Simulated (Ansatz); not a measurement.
```yaml
crystal:
  periodic: [false, false, false]
  atoms:
    - {symbol: Cu, position_ang: [0.055850, 0.402942, -0.584153]}
    - {symbol: Cu, position_ang: [-0.344325, -0.170569, 1.709686]}
    - {symbol: Cu, position_ang: [0.268709, -1.890444, 0.320929]}
    - {symbol: H, position_ang: [0.019755, 1.658071, -1.446461]}
basis:
  gaussian: {orbitals: cc-pVDZ, point_charges: [{charge: 2.00, position_ang: [4.668, 0.402, 0.397]}]}
hamiltonian: {xc: {name: HF}}
correlation: {active_space: {window: {electrons: 2, orbitals: 1}}}
scf: {lower_state_search: full}
output: {forces: true}
```

```sh
$ ansatz run in.yaml --threads 4 --pin off --events-out ev --progress --plain --max-ram 3916MiB
```

It prints (some lines left out):

```
Functional definition: HF
1440 factors; integrals over basis functions are off by at most 6.2e-4 eV
mean field evaluation 1: about -133801.8527 eV, gradient 1.0e2 eV
mean field evaluation 2: about -133801.9269 eV, gradient 1.0e2 eV
mean field evaluation 4: about -133811.5617 eV, gradient 1.0e1 eV
mean field evaluation 8: about -133811.7301 eV, gradient 9.8e-1 eV
mean field evaluation 16: about -133811.7397 eV, gradient 2.5e-6 eV
mean field evaluation 32: about -133779.3216 eV, gradient 1.3e2 eV
mean field evaluation 64: about -133811.7351 eV, gradient 1.6e0 eV
mean field evaluation 96: about -133796.9602 eV, gradient 1.2e2 eV
mean field -133811.73965722 eV, -4917.4907315482 hartree, gradient 2.9e-6 eV, S^2 0.000000; 6 other end points of the search recorded, 0 dependent functions left out
reference -133811.73965722 eV, -4917.4907315482 hartree; 44, 44 occupied and 90, 90 virtual orbitals, 1440 factors
state -133811.73965722 eV, -4917.4907315482 hartree
Total energy: -133811.73965722 eV, -4917.4907315482 hartree
Atom 0 at     0.055850     0.402942    -0.584153 Å, force     0.270594     0.085797    -0.517797 eV/Å
Atom 1 at    -0.344325    -0.170569     1.709686 Å, force    -0.420778     0.666081     1.527337 eV/Å
Atom 2 at     0.268709    -1.890444     0.320929 Å, force     0.480811    -1.478465    -0.439534 eV/Å
Atom 3 at     0.019755     1.658071    -1.446461 Å, force     0.357383     0.684565    -0.391648 eV/Å
Dipole moment:    -1.082129    -1.152569     0.963974 e Å
```

Run time 17 s (4 threads of Arm Neoverse V2 on a shared host), peak host memory 0.55 GiB.
